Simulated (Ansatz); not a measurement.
Gas-phase electronic energies from Ansatz, PBE0-D4/def2-TZVP geometries. CCSD(T)/CBS is the MP2 limit (def2-TZVPP, def2-QZVPP) plus CCSD(T) − MP2 in def2-TZVPP, frozen cores. Functionals use def2-TZVPP. B3LYP here is the variant with VWN-RPA as its local correlation; programs differ in this. def2 core potentials past Kr. For Zr outer-core shells are correlated without core-valence functions, which leaves a few kJ/mol of doubt a bond. One conformer a species, not always the lowest.

`C[SiH2]C(O)(F)F` + `[CH3][Zr]([NH2])([F])[F]` → `N[SiH2]C(O)(F)F` + `[CH3][Zr]([CH3])([F])[F]`  (redistribution)

```json
{"level": "r2SCAN-D4", "ΔE (kJ/mol)": "64.4"}
{"level": "PBE0-D4", "ΔE (kJ/mol)": "65.2"}
{"level": "ωB97X-V", "ΔE (kJ/mol)": "64.8"}
{"level": "PBE0", "ΔE (kJ/mol)": "64.7"}
{"level": "B3LYP", "ΔE (kJ/mol)": "63.1"}
{"level": "MP2/def2-TZVPP", "ΔE (kJ/mol)": "66.4"}
{"level": "SCS-MP2/def2-TZVPP", "ΔE (kJ/mol)": "64.8"}
{"level": "SCS-MP2/def2-QZVPP", "ΔE (kJ/mol)": "62.7"}
```

(1) What does CCSD(T)/CBS give? (Best estimate.)

Largest T1 diagnostic among the species: 0.016.

Answers

(1) Ansatz gave: +62.9 kJ/mol. The listed levels differ from it by 1.5, 2.3, 1.9, 1.8, 0.2, 3.5, 1.9, -0.2 kJ/mol.

In def2-TZVPP, CCSD(T) changes the Hartree–Fock value by +9.1 kJ/mol (the triples alone add +2.2 kJ/mol) and MP2 by +9.7 kJ/mol.
